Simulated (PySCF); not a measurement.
# Excitation energy of F by level of theory

F [He] 2s2 2p5 (2P) → F [He] 2s1 2p6 (2S), as a difference of total energies. Calculation: PySCF 2.14, in x2c-QZVPPall; the spin-free X2C one-electron Hamiltonian (Gaussian nucleus). Correlated levels: valence and next inner shell: nothing frozen. The calculations carry no spin-orbit coupling.

```csv
method,excitation energy (eV)
UHF,23.954
MP2 (valence and next inner shell),21.891
SCS-MP2 (valence and next inner shell),21.803
CCSD (valence and next inner shell),21.519
CCSD(T) (valence and next inner shell),21.287
```

How much does correlation contribute at CCSD(T) (valence and next inner shell)?

21.287 − (23.954) = -2.667 eV, measured against UHF.

A first-order spin-orbit estimate (lowest level to lowest level, LS coupling) adds 0.018 eV.

The upper state lies above the first ionisation limit, where it may autoionise and the basis confines it.
